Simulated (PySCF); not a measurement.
Species: C5HF6P.
Numbering: `[F:1][C:2]([F:3])=[C:4]([F:5])[P:6]1[CH:7]=[C:8]1[C:9]([F:10])([F:11])[F:12]`

NICS is the negative of the GIAO shielding at a point without a nucleus: at the ring centre (0) and 1 Å above and below it (1); zz is the component along the ring normal. Level: GIAO PBE0/pcSseg-1 (PySCF, non-relativistic, gas phase) on the GFN2-xTB geometry, one conformer.

Ring bond lengths (Å), with Mayer bond orders in brackets: P6–C7 1.843 (0.90), C7–C8 1.311 (1.65), C8–P6 1.837 (0.86).

Task: What do the NICS probes read (ppm)?

Result: 
| ring | type | NICS(0) | NICS(1), two faces | NICS(1)zz, two faces | rms pucker (Å) | centre to ring atoms, mean (Å) |
| --- | --- | --- | --- | --- | --- | --- |
| P6–C7–C8 | 3-membered ring with P; formal bonds 1 double, 2 single | -25.1 | -9.4 / -6.5 | -19.8 / -16.2 | 0.00 | 0.96 |

Task: What can be read from them?

Result: 
- P6–C7–C8: mean NICS(1)zz -18.0 ppm, shielded. C4, outside the ring, lies 1.65 Å from a NICS(1) probe. The two faces differ by 3.6 ppm, so no symmetry operation interchanges them. NICS(0) lies 17 ppm below the mean NICS(1).

Task: What does the geometric index give? HOMA takes Krygowski's 1993 parameters.

Result: 
- P6–C7–C8: HOMA -1.11; the largest term is that of P6–C7, α(R − Ropt)² = 2.51.

Task: At the first NICS(1) probe listed for ring P6–C7–C8, 1 Å off the ring, how large is the induced field along the normal in 11.7 T applied along it?

Result: NICSzz × B0 = -19.8 ppm × 11.7 T = -232 μT, against the applied field.

Task: What are the shieldings of the ring atoms and their hydrogens in the same run (means over atoms taken as equivalent)?

Result: 
```
  atoms                      environment  σ isotropic (ppm)  principal values of the symmetric part, first atom (ppm)
     P6             phosphine phosphorus              523.9                                       289.3, 304.2, 978.1
     C7                 alkene CH carbon               52.6                                        -85.2, 57.4, 185.5
     C8  fully substituted alkene carbon               52.0                                        -88.1, 79.2, 164.9
H on C7                 vinylic hydrogen              23.19                                          19.7, 24.0, 25.9
```

Rough CPU time on one thread of a shared machine: about 1.6 min. This is the whole shielding run at PBE0/pcSseg-1, SCF included.

Shape of the structure used: `[F:1][C:2]([F:3])=[C:4]([F:5])[P:6]1[CH:7]=[C:8]1[C:9]([F:10])([F:11])[F:12]`: C2–C4–P6–C7 168°, C7–C8–C9–F10 123°.
